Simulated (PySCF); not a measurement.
Species: W(NMe)2(SMe)2, C₄H₁₂N₂S₂W (singlet state).
Geometry (PBE0-D3(BJ)/def2-SVP, Å), atoms numbered from 1 in this order:
```
atom  x, y, z in Å
W1    -0.070   -0.013   -0.050
N2    -0.126    0.536    1.616
C3     0.301    1.028    2.871
H4     0.024    0.320    3.672
H5     1.394    1.176    2.915
H6    -0.184    1.993    3.103
N7     1.551   -0.013   -0.720
C8     2.956    0.110   -0.846
H9     3.219    0.465   -1.856
H10    3.381    0.816   -0.111
H11    3.447   -0.868   -0.699
S12   -1.287    1.474   -1.399
C13   -2.795    1.703   -0.393
H14   -3.528    2.233   -1.018
H15   -2.571    2.308    0.496
H16   -3.228    0.741   -0.086
S17   -0.892   -2.211    0.052
C18   -0.498   -2.838   -1.618
H19   -0.853   -2.154   -2.401
H20   -1.013   -3.802   -1.732
H21    0.585   -2.990   -1.724
```

Method: PySCF, TDDFT PBE0/def2-SVPD, vertical, gas phase, core orbitals frozen in the response, def2 core potentials past Kr. Spin–orbit coupling is left out. Note that the optimisation stopped short of convergence; the values belong to its last geometry.

Frontier orbitals with the atoms that hold most of them (Löwdin shares over 4%, at most four atoms; ? is withheld):

```tsv
orbital	ε (eV)	atoms
HOMO-3	-7.37	N2 21%, N7 19%, W1 13%, S17 11%
HOMO-2	-7.16	N2 21%, N7 18%, S12 15%, S17 15%
HOMO-1	-7.09	?
HOMO	-6.47	?
LUMO	?	W1 50%, S12 13%, S17 13%, N2 6%
LUMO+1	-0.83	W1 41%, N2 15%, N7 14%, S17 6%
LUMO+2	-0.47	W1 36%, S17 13%, S12 13%, N7 10%
```

Which atoms hold the HOMO-1, and with what shares?

S12 (bonded to C and W) 27%; S17 (bonded to C and W) 26%; W1 (bonded to 2 N and 2 S) 10%; N7 (bonded to C and W) 10%. By element: sulfur 53%, tungsten 10%, nitrogen 10% or more.

Give the leading atoms of the HOMO.

S17 (bonded to C and W) 30%; S12 (bonded to C and W) 30%; N7 (bonded to C and W) 10%; N2 (bonded to C and W) 9%. By element: sulfur 60%, nitrogen 19%.

What is the LUMO energy, and the HOMO–LUMO gap?

ε(LUMO) = -1.42 eV; the gap is 5.05 eV (0.1854 hartree).

The HOMO–LUMO gap is 5.05 eV. Where does the response calculation put the lowest singlet, and from which orbitals?

S1 is at 3.88 eV (f = 0.043), 1.17 eV below the gap, made of HOMO→LUMO (83%), HOMO-3→LUMO (8%). Without the coupling terms of the response equations the lowest excitation would equal the gap.

One configuration dominates each of S1, S3 and S8. Which, and how do the shares of the two leading atoms of either orbital change from the occupied to the empty one?

- S1 (3.88 eV, f 0.043), HOMO→LUMO (83%): S17 30% → 13%, S12 30% → 13%, W1 at most 10% → 50%; the Löwdin share of tungsten is at most 10% in HOMO and 50% in LUMO (ligand-to-metal charge transfer by this measure)
- S3 (4.43 eV, f 0.0084), HOMO-1→LUMO (86%): S12 27% → 13%, S17 26% → 13%, W1 10% → 50%; the Löwdin share of tungsten is 10% in HOMO-1 and 50% in LUMO (ligand-to-metal charge transfer by this measure)
- S8 (4.86 eV, f 0.0074), HOMO-1→LUMO+1 (75%): S12 27% → at most 7%, S17 26% → 6%, W1 10% → 41%, N2 at most 10% → 15%; the Löwdin share of tungsten is 10% in HOMO-1 and 41% in LUMO+1
